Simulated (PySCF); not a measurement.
Compound: C₃H₁₂ClNSi₂.
Cartesian coordinates in Å at the GFN2-xTB level; atoms count from 1:
```
atom  x, y, z in Å
C1    -1.5855    1.2796   -0.2980
C2    -0.8807   -0.0030    0.1473
C3    -1.8895   -1.0400    0.6381
N4    -0.0766   -0.5737   -0.9132
Si5    1.5329   -0.1072   -1.2863
Si6    2.7254   -0.1016    0.6899
Cl7    2.6282    1.7108    1.6108
H8    -2.2497    1.0741   -1.1358
H9    -2.1726    1.6935    0.5176
H10   -0.8512    2.0185   -0.6096
H11   -0.1970    0.2436    0.9683
H12   -1.3717   -1.9416    0.9556
H13   -2.4613   -0.6498    1.4760
H14   -2.5796   -1.3017   -0.1622
H15   -0.6587   -0.9030   -1.6703
H16    1.6615    1.1743   -2.0156
H17    1.9723   -1.1595   -2.2081
H18    4.1572   -0.3502    0.4993
H19    2.2868   -1.0537    1.7151
```

Mulliken charges (e) from the PBE0/pcSseg-1 density (PySCF), one withheld:

| atom | bonded to | charge |
| --- | --- | --- |
| C1 | C2 H8 H9 H10 | -0.2009 |
| C2 | C1 C3 N4 H11 | -0.1922 |
| C3 | C2 H12 H13 H14 | -0.2060 |
| N4 | C2 Si5 H15 | -0.6334 |
| Si5 | N4 Si6 H16 H17 | +0.4847 |
| Si6 | Si5 Cl7 H18 H19 | ? |
| Cl7 | Si6 | -0.3356 |
| H8 | C1 | +0.0959 |
| H9 | C1 | +0.1095 |
| H10 | C1 | +0.1228 |
| H11 | C2 | +0.1497 |
| H12 | C3 | +0.1188 |
| H13 | C3 | +0.1109 |
| H14 | C3 | +0.0985 |
| H15 | N4 | +0.1953 |
| H16 | Si5 | -0.0816 |
| H17 | Si5 | -0.0814 |
| H18 | Si6 | -0.0418 |
| H19 | Si6 | -0.0360 |

(1) What is the charge on Si6?

(2) Add each hydrogen's charge to the atom that carries it.

(3) Across which bond do the charges differ most?

(4) Take the bonds between elements whose Pauling electronegativities differ by more than 0.25. In how many does the more electronegative atom carry the lower charge?

(5) How much positive and how much negative charge does this set hold in all?

Results:

(1) The charges add up to the total charge, 0. The others sum to -0.3228, which leaves +0.3228 e for Si6 (chlorine-bound silicon).

(2) C1 +0.1273, C2 -0.0425, C3 +0.1222, N4 -0.4381, Si5 +0.3217, Si6 +0.2450. Atoms without hydrogen keep their charges.

(3) Si5–N4: +0.4847 on Si5 against -0.6334 on N4, a difference of 1.1181 e. The lower charge is on the more electronegative element of the two (Pauling values: N 3.04, Si 1.90).

(4) In 15 of 15.

(5) +1.8089 e on 10 atoms and -1.8089 e on 9.

The Mulliken scheme gives each basis function's population to the atom it is centred on and halves the overlap population of two atoms between them. Geometry: GFN2-xTB, one conformer, isolated molecule.
